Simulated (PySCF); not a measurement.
PySCF job for C₆H₇, SMILES C1=CCC[C]=C1, multiplicity 2, PBE/pcH-1. Geometry optimised at PBE-D3(BJ)/def2-SVP. The isomer is the one that the SMILES or the coordinates give; other isomers of the formula were not compared. The values are those of a single conformer.

```python
import numpy as np
from pyscf import gto, scf, dft
from pyscf.prop.hfc import uks as hfc

mol = gto.M(
    atom='''
    C    -0.01997010   -1.42182154   -0.15895921
    C     1.20774578   -0.89206699   -0.21413744
    C     1.30370433    0.58510123   -0.21149821
    C     0.22669832    1.34477222    0.10674375
    C    -1.07488380    0.70316502    0.53092414
    C    -1.30199129   -0.67785467   -0.14157075
    H     2.12564191   -1.49805446   -0.29093309
    H     2.27030043    1.04997816   -0.46553640
    H     0.30819639    2.44309447    0.13300130
    H    -1.94114704    1.36505244    0.32438599
    H    -1.05174664    0.56840584    1.63970013
    H    -1.64961299   -0.54859279   -1.19503862
    H    -2.10945145   -1.22765533    0.38540685
    ''',
    basis='pcH-1',
    charge=0,
    spin=1,
    max_memory=1600,
    verbose=3,
)
mf = dft.UKS(mol, xc='pbe').density_fit(auxbasis='def2-universal-jkfit')
mf.grids.level = 3
mf.conv_tol = 1e-10
mf.max_cycle = 100
mf.kernel()
fine, coarse = mf.grids, dft.Grids(mol).set(level=1).build(with_non0tab=True)
for _ in range(3):  # follow internal instabilities
    mf.grids = coarse
    mo, _, stable, _ = mf.stability(return_status=True, nroots=4)
    mf.grids = fine
    if stable:
        break
    mf.kernel(mf.make_rdm1(mo, mf.mo_occ))
A = hfc.HFC(mf).make_fcdip(mf.make_rdm1())  # Fermi contact and dipolar terms, MHz
print('atom   A(iso)/MHz   principal dipolar parts/MHz')
for i, a in enumerate(A):
    w = np.linalg.eigvalsh((a + a.T) / 2)
    print(f'{mol.atom_symbol(i):2s}{i + 1:3d} {w.mean():12.2f}', (w - w.mean()).round(2))
```

Output:

```

WARN: HOMO -0.219802584662874 >= LUMO -0.219802584662878

converged SCF energy = -232.4358840874  <S^2> = 0.76370004  2S+1 = 2.0136534
<class 'pyscf.df.df_jk.DFUKS'> wavefunction is stable in the internal stability analysis
atom   A(iso)/MHz   principal dipolar parts/MHz
C   1       358.10 [-78.02 -52.52 130.54]
C   2         8.40 [-20.92   1.65  19.27]
C   3        54.32 [-8.46 -2.06 10.52]
C   4        -8.85 [-9.8  4.1  5.7]
C   5        29.11 [-6.2  -5.71 11.91]
C   6        22.23 [-7.19 -5.88 13.07]
H   7        67.99 [-6.69 -5.19 11.88]
H   8        16.52 [-3.3  -2.44  5.74]
H   9        12.95 [-1.63  0.54  1.09]
H  10        17.53 [-3.82 -0.92  4.73]
H  11        -9.14 [-4.36 -1.58  5.94]
H  12         9.84 [-6.78 -3.97 10.75]
H  13        46.08 [-7.14 -5.93 13.07]
```

The run converged.

Cost: roughly 9 core-minutes.
